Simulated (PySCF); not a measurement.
Converging MgBi⁺ in the basis (MP2)

PySCF, ROHF reference; triplet, unpaired electrons π ↑↑; De to Mg + Bi⁺ without counterpoise correction. Frozen cores follow the default of each basis and core potential.

```json
{"basis": "def2-SVP", "relativity": "scalar-relativistic core potentials", "functions": "44", "Re (Å)": "2.845", "ωe (cm⁻¹)": "235", "De (eV)": "n/a", "frozen orbitals": "5"}
{"basis": "def2-SVPD", "relativity": "scalar-relativistic core potentials", "functions": "53", "Re (Å)": "2.841", "ωe (cm⁻¹)": "235", "De (eV)": "n/a", "frozen orbitals": "5"}
{"basis": "aug-cc-pVDZ/aug-cc-pVDZ-PP", "relativity": "scalar-relativistic core potentials", "functions": "59", "Re (Å)": "2.819", "ωe (cm⁻¹)": "242", "De (eV)": "n/a", "frozen orbitals": "5"}
```

Q: How does each smaller set differ from the one with most functions, aug-cc-pVDZ/aug-cc-pVDZ-PP?

A: def2-SVP: +2.6 pm, -2.9 % in ωe; def2-SVPD: +2.2 pm, -2.9 % in ωe. All at MP2; the set with most functions is neither the basis-set limit nor always the best.

Correlated steps freeze 5 core orbitals. These are scalar-relativistic numbers at best; spin–orbit coupling would shift them, the dissociation energy most. The state is the lowest determinant that a PBE0 search found; another state may lie lower at other levels.
